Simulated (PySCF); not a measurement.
Si(F)(I)(Me)2 (C2H6FISi), SMILES I[Si](C)(C)F.

Geometry: B3LYP-D3(BJ)/def2-SVP. The def2 effective core potentials stand for the cores of I; spin–orbit coupling is left out.

Method: PySCF with B3LYP/def2-TZVP.

The molecule is in vacuum.

```
Quantity                                                                                                       Result
---------------------------------------------------------------------------------------------  ----------------------
total energy                                                                                       -767.21426 hartree
point group                                                                                                        Cs
highest occupied level                                                                                       -7.33 eV
lowest empty level                                                                                           -0.28 eV
orbital gap                                                                                                   7.05 eV
dipole moment                                                                                                  2.53 D
quadrupole, principal values (traceless, Buckingham form, about the centre of nuclear charge)   -7.46, 1.68, 5.78 D·Å
mean static polarisability                                                                      80.2 bohr³ (11.89 Å³)
polarisability, principal values                                                               65.3, 76.0, 99.4 bohr³
```
